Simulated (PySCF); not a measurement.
Isomers C5H5FN2:

A. `F/C=C\c1ccn[nH]1`
B. `InChI=1S/C5H5FN2/c1-4-5(6)8-3-2-7-4/h2-3H,1H3`
C. `N#CC(CC)(F)C#N`

Spectrum 1. 1H NMR (400 MHz, computed): δ 8.61 (d, 1H), 8.35 (m, 1H), 2.78 (s, 3H). 13C{1H} NMR (computed): δ 169.4 (C), 148.3 (C), 146.9 (CH), 146.1 (CH), 22.3 (CH3).

Spectrum 2. 1H NMR (400 MHz, computed): δ 2.37 (m, 2H), 1.36 (t, 3H). 13C{1H} NMR (computed): δ 117.6 (C), 80.9 (C), 38.4 (CH2), 11.0 (CH3).

Spectrum 3. 1H NMR (400 MHz, computed): δ 10.37 (br s, 1H), 7.64 (m, 1H), 6.99 (m, 1H), 6.33 (m, 1H), 5.98 (m, 1H). 13C{1H} NMR (computed): δ 157.8 (CH), 142.9 (CH), 139.2 (C), 112.0 (CH), 107.3 (CH).

PySCF 2.14 calculation with PBE0/pcSseg-1 with gauge-including orbitals and coordinates at the GFN2-xTB level; gas phase, single conformer, non-relativistic Hamiltonian, fast rotation and ring inversion assumed for equivalent nuclei.

Referencing at the same level of theory: 1H, 13C against TMS. Splittings of carbon signals by F and P are missing where no couplings were computed. Where no couplings were computed, multiplicities follow the n + 1 count of equivalent neighbours, and m marks all less simple cases (inequivalent or close neighbours, rings, F or P nearby). Shifts are as computed. Against solution values, carbons near 30 ppm lie about +3 ppm off and those near 130 ppm about +5 ppm (rms about the fit 2.1 ppm; single classes can miss by 10 ppm). Of 1328 compounds with measured shifts, 309 miss one by over three times the rms of a fit or turn the order of signals round; such compounds aren't used in these exercises. Signals without a measured value on file couldn't be tested in this way; 1H shifts scatter by 0.2 ppm about their fit, and single ones miss by 0.5 ppm. OH and NH positions are gas-phase values without hydrogen bonding to other molecules.

Problem. Which spectrum belongs to which compound?

Solution. 1–B, 2–C, 3–A.

- Spectrum 1 (B): 5 13C signals; δC 169.4 is an aromatic carbon bearing fluorine; δC 146.9 is an aromatic CH next to a ring nitrogen.
- Spectrum 2 (C): 4 13C signals; δC 117.6 is a nitrile carbon; δC 80.9 is a fully substituted sp3 carbon bonded to F, α to a nitrile.
- Spectrum 3 (A): 5 13C signals; δC 157.8 is an alkene CH; δC 142.9 is an aromatic CH next to a ring nitrogen.
